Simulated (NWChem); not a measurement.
## Lowest excitation of HSi (+1)

```
Si
H 1 1.5419
```
Charge +1, spin multiplicity 1.

The numbers come from NWChem runs, not from measurements. Structure: optimised with PBE/def2-SVP, a minimum by its harmonic frequencies.

Basis set: def2-SVPD.

```csv
method,lowest vertical singlet excitation energy (eV),relative cost,difference from EOM-CCSD
CIS,3.55,1,+0.13
TD-PBE,3.16,under 3,-0.26
EOM-CCSD,3.42,under 3,0.00
TD-B3LYP,3.24,under 3,-0.18
TD-BHandHLYP,3.32,under 3,-0.10
```

The values span 0.39 eV, from TD-PBE (lowest) to CIS (highest). The cost column gives rough processor time relative to CIS; each entry includes its own SCF.

The correlated methods keep 5 core orbitals frozen. B3LYP has NWChem's definition, with VWN1-RPA local correlation. The structure started from a generated list of species. Coupled-cluster values serve here as a point of comparison, not as the truth.
